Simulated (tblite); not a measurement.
Species: H9PSi3.
Structure used (GFN2-xTB), in Å, numbered top down from 1:
```
atom  x, y, z in Å
Si1   -1.8365   -0.9396   -0.2101
Si2    0.1362    0.2650   -0.5778
Si3    2.1428   -0.5958    0.2473
P4    -0.0110    2.3825    0.1830
H5    -2.1021   -1.1036    1.2234
H6    -1.7417   -2.2806   -0.7893
H7    -3.0363   -0.3124   -0.7741
H8     0.2715    0.5064   -2.0322
H9     2.4606   -1.8428   -0.4507
H10    3.2997    0.2884    0.1004
H11    2.0428   -0.9265    1.6725
H12   -1.3528    2.5375   -0.0993
H13   -0.2776    2.0219    1.4891
```

Calculated harmonic vibrations of the isolated species, GFN2-xTB (tblite), most abundant isotopes, no scaling. Errors from tens to a few hundred cm⁻¹ against measured bands are possible. Modes of hydrogen on phosphorus and silicon can be 10 to 20 % off. One conformer, not necessarily the lowest.

Harmonic wavenumbers (cm⁻¹): 30.9, 41.8, 81.8, 93.6, 101.6, 121.2, 345.3, 396.9, 412.9, 414.6, 449.3, 479.3, 495.1, 572.5, 584.8, 669.4, 725.1, 758.2, 787.4, 796.5, 806.0, 811.1, 821.4, 1161.1, 2081.9, 2219.3, 2226.5, 2229.9, 2244.8, 2251.4, 2254.5, 2310.9, 2404.7.

A = 2079, B = 1755, C = 1032 MHz; mass 123.975 u (most abundant isotopes); point group C1, symmetry number 1.

Q: What is the zero-point energy?

A: Half the sum of the wavenumbers: 16091 cm⁻¹ = 192.49 kJ/mol.

Q: Give the ideal-gas entropy at 200 K and 1 bar in the rigid-rotor, harmonic-oscillator model (classical rotation).

A: Translation 160.67, rotation 115.67, vibration 99.57: S = 375.9 J/(mol K).

Q: And Cp and H(200 K) − H(0)?

A: Cp = 122.67 J/(mol K), of which vibrations give 89.41 (their classical limit is 33 R = 274.4); H(200 K) − H(0) = 16.42 kJ/mol without the zero-point energy, 9.77 from vibrations.

Q: How do the functions run with temperature in this model?

A: 
| T (K) | S (J/(mol K)) | Cp (J/(mol K)) | H − H(0) (kJ/mol) | G − H(0) (kJ/mol) | ln q(vib) |
| --- | --- | --- | --- | --- | --- |
| 100 | 306.6 | 83.2 | 6.19 | -24.47 | 2.96 |
| 300 | 432.7 | 157.9 | 30.54 | -99.26 | 8.94 |
| 500 | 524.5 | 200.7 | 66.84 | -195.39 | 14.10 |
| 800 | 627.7 | 238.6 | 133.20 | -368.99 | 20.69 |
| 1000 | 682.9 | 255.3 | 182.68 | -500.20 | 24.49 |

q(vib) and H(0) count from the zero-point level.

Q: Blend soft modes into free rotors: weight 1/[1 + (100 cm⁻¹/ν̃)⁴] for the oscillator and the rest for a rotor with moment μB/(μ + B), μ = h/(8π²ν), B = 10⁻⁴⁴ kg m². What vibrational entropy results?

A: 87.35 J/(mol K) in place of 99.57, which changes −T·S at 200 K by +2.44 kJ/mol.

Hindered rotation and anharmonicity are outside this model. Other conformers, if any are populated, would add a mixing term that is left out. The structure is chiral; the term R ln 2 for an equal mix with its mirror image is left out.
